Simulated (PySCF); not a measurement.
F$_{4}$Ge, triplet, at the geometry of the source list (a higher spin typed on purpose: for a closed-shell molecule this is an excited state); DF-R2SCAN/aug-cc-pVDZ (PySCF).

Here is a job for PySCF.
```python
from pyscf import gto, scf, dft
import numpy

mol = gto.M(
    atom='''
F     1.275600   -1.080000   -0.085400
Ge   -0.001100   -0.000300   -0.000700
F     0.594700    1.564100   -0.006400
F    -1.008800   -0.218200   -1.317900
F    -0.860400   -0.265600    1.410500
''',
    basis='aug-cc-pvdz',
    charge=0,
    spin=2,
    verbose=4,
)
print('smallest overlap eigenvalue', numpy.linalg.eigvalsh(mol.intor('int1e_ovlp'))[0])

mf = dft.UKS(mol)
mf.xc = 'r2scan'
mf = mf.density_fit(auxbasis='def2-universal-jkfit')
mf.kernel()
mf.analyze()
```

Output, abridged:

```
PySCF version 2.14.0

[INPUT] verbose = 4
[INPUT] num. atoms = 5
[INPUT] num. electrons = 68
[INPUT] charge = 0
[INPUT] spin (= nelec alpha-beta = 2S) = 2
[INPUT] symmetry False subgroup None
[INPUT] Mole.unit = angstrom
[INPUT] Symbol           X                Y                Z      unit          X                Y                Z       unit  Magmom
[...]
nuclear repulsion = 458.360405127731
number of shells = 41
number of NR pGTOs = 226
number of NR cGTOs = 128
basis = aug-cc-pvdz
ecp = {}
smallest overlap eigenvalue 0.0013697264710332293

******** <class 'pyscf.df.df_jk.DFUKS'> ********
method = DFUKS
initial guess = minao
damping factor = 0
level_shift factor = 0
DIIS = <class 'pyscf.scf.diis.CDIIS'>
diis_start_cycle = 1
diis_space = 8
diis_damp = 0
SCF conv_tol = 1e-09
SCF conv_tol_grad = None
SCF max_cycles = 50
direct_scf = False
number electrons alpha = 35  beta = 33
XC library pyscf.dft.libxc version 7.1.2
    S. Lehtola, C. Steigemann, M. J. T. Oliveira, and M. A. L. Marques,  SoftwareX 7, 1–5 (2018)
XC functionals = r2scan
    J. W. Furness, A. D. Kaplan, J. Ning, J. P. Perdew, and J. Sun,  J. Phys. Chem. Lett. 11, 8208–8215 (2020)
    J. W. Furness, A. D. Kaplan, J. Ning, J. P. Perdew, and J. Sun,  J. Phys. Chem. Lett. 11, 9248–9248 (2020)
    J. W. Furness, A. D. Kaplan, J. Ning, J. P. Perdew, and J. Sun,  J. Phys. Chem. Lett. 11, 8208–8215 (2020)
    J. W. Furness, A. D. Kaplan, J. Ning, J. P. Perdew, and J. Sun,  J. Phys. Chem. Lett. 11, 9248–9248 (2020)
radial grids:
    Treutler-Ahlrichs [JCP 102, 346 (1995); DOI:10.1063/1.469408] (M4) radial grids

becke partition: Becke, JCP 88, 2547 (1988); DOI:10.1063/1.454033
pruning grids: <function nwchem_prune>
grids dens level: 3
symmetrized grids: False
atomic radii adjust function: <function treutler_atomic_radii_adjust>
small_rho_cutoff = 0
Set gradient conv threshold to 3.16228e-05
tot grids = 77688
init E= -2476.24534029145

cycle= 1 E= -2475.95409690693  delta_E= 0.291  |g|= 0.542  |ddm|= 4.13

cycle= 2 E= -2475.1748775035  delta_E= 0.779  |g|= 1.45  |ddm|= 2.02

cycle= 3 E= -2475.9323037342  delta_E= -0.757  |g|= 0.57  |ddm|= 2.06

cycle= 4 E= -2475.88799144851  delta_E= 0.0443  |g|= 0.569  |ddm|= 1.19

cycle= 5 E= -2476.02547716861  delta_E= -0.137  |g|= 0.259  |ddm|= 1.02

cycle= 6 E= -2476.01040923657  delta_E= 0.0151  |g|= 0.326  |ddm|= 0.816

cycle= 7 E= -2475.93755512605  delta_E= 0.0729  |g|= 0.468  |ddm|= 0.783

cycle= 8 E= -2475.93977984211  delta_E= -0.00222  |g|= 0.463  |ddm|= 0.0255

cycle= 9 E= -2475.93303705473  delta_E= 0.00674  |g|= 0.475  |ddm|= 0.0469

cycle= 10 E= -2475.93046670885  delta_E= 0.00257  |g|= 0.481  |ddm|= 0.0619

cycle= 11 E= -2475.94465663597  delta_E= -0.0142  |g|= 0.454  |ddm|= 0.0613

cycle= 12 E= -2475.95766642883  delta_E= -0.013  |g|= 0.43  |ddm|= 0.0923

cycle= 13 E= -2475.96638360421  delta_E= -0.00872  |g|= 0.413  |ddm|= 0.0565

cycle= 14 E= -2475.74475641747  delta_E= 0.222  |g|= 0.792  |ddm|= 1.21

cycle= 15 E= -2475.95151066925  delta_E= -0.207  |g|= 0.48  |ddm|= 1.09

cycle= 16 E= -2475.99325901009  delta_E= -0.0417  |g|= 0.359  |ddm|= 0.718

cycle= 17 E= -2476.04359012407  delta_E= -0.0503  |g|= 0.187  |ddm|= 0.469

cycle= 18 E= -2475.95038315296  delta_E= 0.0932  |g|= 0.448  |ddm|= 0.888

cycle= 19 E= -2475.95817550991  delta_E= -0.00779  |g|= 0.432  |ddm|= 0.112

cycle= 20 E= -2475.95031088043  delta_E= 0.00786  |g|= 0.447  |ddm|= 0.086

cycle= 21 E= -2475.94784643332  delta_E= 0.00246  |g|= 0.452  |ddm|= 0.0227

cycle= 22 E= -2475.97344316899  delta_E= -0.0256  |g|= 0.397  |ddm|= 0.101

cycle= 23 E= -2475.98693671903  delta_E= -0.0135  |g|= 0.366  |ddm|= 0.077

cycle= 24 E= -2475.98912212644  delta_E= -0.00219  |g|= 0.372  |ddm|= 0.947

cycle= 25 E= -2476.04540496953  delta_E= -0.0563  |g|= 0.173  |ddm|= 0.91

cycle= 26 E= -2475.95251854259  delta_E= 0.0929  |g|= 0.454  |ddm|= 0.894

cycle= 27 E= -2475.96588463177  delta_E= -0.0134  |g|= 0.424  |ddm|= 0.279

[...]
SCF not converged.
Total Energy =                       -2476.016776283138825
[...]
spin_pop of  1 Ge 4pz      -0.00871
spin_pop of  1 Ge 5px       0.00008
spin_pop of  1 Ge 5py       0.00012
spin_pop of  1 Ge 5pz       0.00012
spin_pop of  1 Ge 6px       0.00000
spin_pop of  1 Ge 6py       0.00001
spin_pop of  1 Ge 6pz       0.00000
spin_pop of  1 Ge 3dxy     -0.00012
spin_pop of  1 Ge 3dyz     -0.00007
spin_pop of  1 Ge 3dz^2    -0.00010
spin_pop of  1 Ge 3dxz     -0.00010
spin_pop of  1 Ge 3dx2-y2   -0.00003
spin_pop of  1 Ge 4dxy     -0.00039
spin_pop of  1 Ge 4dyz     -0.00070
spin_pop of  1 Ge 4dz^2    -0.00040
spin_pop of  1 Ge 4dxz     -0.00028
spin_pop of  1 Ge 4dx2-y2   -0.00027
spin_pop of  1 Ge 5dxy     -0.00022
spin_pop of  1 Ge 5dyz     -0.00064
spin_pop of  1 Ge 5dz^2    -0.00025
spin_pop of  1 Ge 5dxz     -0.00012
spin_pop of  1 Ge 5dx2-y2   -0.00026
spin_pop of  2 F 1s       -0.00000
spin_pop of  2 F 2s        0.01706
spin_pop of  2 F 3s       -0.00002
spin_pop of  2 F 4s        0.00442
spin_pop of  2 F 2px       0.05982
spin_pop of  2 F 2py       0.07283
spin_pop of  2 F 2pz       0.10157
spin_pop of  2 F 3px       0.00001
spin_pop of  2 F 3py       0.00048
spin_pop of  2 F 3pz      -0.00015
spin_pop of  2 F 4px      -0.00013
spin_pop of  2 F 4py      -0.00001
spin_pop of  2 F 4pz      -0.00026
spin_pop of  2 F 3dxy      0.00015
spin_pop of  2 F 3dyz      0.00010
spin_pop of  2 F 3dz^2     0.00006
spin_pop of  2 F 3dxz      0.00001
spin_pop of  2 F 3dx2-y2    0.00023
spin_pop of  2 F 4dxy      0.00011
spin_pop of  2 F 4dyz     -0.00002
spin_pop of  2 F 4dz^2     0.00014
spin_pop of  2 F 4dxz     -0.00001
spin_pop of  2 F 4dx2-y2    0.00018
spin_pop of  3 F 1s       -0.00000
spin_pop of  3 F 2s        0.01680
spin_pop of  3 F 3s        0.00007
spin_pop of  3 F 4s        0.00437
spin_pop of  3 F 2px       0.02343
spin_pop of  3 F 2py       0.00755
spin_pop of  3 F 2pz       0.03893
spin_pop of  3 F 3px       0.00007
spin_pop of  3 F 3py      -0.00019
spin_pop of  3 F 3pz       0.00026
spin_pop of  3 F 4px      -0.00012
spin_pop of  3 F 4py      -0.00023
spin_pop of  3 F 4pz      -0.00006
spin_pop of  3 F 3dxy      0.00004
spin_pop of  3 F 3dyz      0.00003
spin_pop of  3 F 3dz^2     0.00009
spin_pop of  3 F 3dxz      0.00025
spin_pop of  3 F 3dx2-y2    0.00004
spin_pop of  3 F 4dxy     -0.00002
spin_pop of  3 F 4dyz     -0.00001
spin_pop of  3 F 4dz^2     0.00005
spin_pop of  3 F 4dxz      0.00031
spin_pop of  3 F 4dx2-y2    0.00003
spin_pop of  4 F 1s       -0.00000
spin_pop of  4 F 2s        0.01629
spin_pop of  4 F 3s       -0.00001
spin_pop of  4 F 4s        0.00436
spin_pop of  4 F 2px       0.03333
spin_pop of  4 F 2py       0.24875
spin_pop of  4 F 2pz       0.05384
spin_pop of  4 F 3px       0.00007
spin_pop of  4 F 3py      -0.00008
spin_pop of  4 F 3pz       0.00035
spin_pop of  4 F 4px      -0.00010
spin_pop of  4 F 4py      -0.00013
spin_pop of  4 F 4pz      -0.00003
spin_pop of  4 F 3dxy      0.00003
spin_pop of  4 F 3dyz      0.00018
spin_pop of  4 F 3dz^2     0.00014
spin_pop of  4 F 3dxz      0.00027
spin_pop of  4 F 3dx2-y2    0.00003
spin_pop of  4 F 4dxy     -0.00001
spin_pop of  4 F 4dyz      0.00006
spin_pop of  4 F 4dz^2     0.00012
spin_pop of  4 F 4dxz      0.00024
spin_pop of  4 F 4dx2-y2    0.00002
 ** Mulliken Spin Density (per atom)  **
spin density of  0 F =      0.63787
spin density of  1 Ge =      0.65619
spin density of  2 F =      0.25658
spin density of  3 F =      0.09166
spin density of  4 F =      0.35770
 ** Mulliken pop alpha/beta on meta-lowdin orthogonal AOs **
 ** Mulliken pop       alpha | beta **
In total            35.00000 | 33.00000
 ** Mulliken atomic charges   ( Nelec_alpha | Nelec_beta ) **
charge of  0F =     -0.02575  (     4.83181      4.19394 )
charge of  1Ge =      1.34905  (    15.65357     14.99738 )
charge of  2F =     -0.42650  (     4.84154      4.58496 )
charge of  3F =     -0.58070  (     4.83618      4.74452 )
charge of  4F =     -0.31610  (     4.83690      4.47920 )
Dipole moment(X, Y, Z, Debye):  2.71115, -2.08421,  1.55771
```

The run did not converge; its last values are not results.
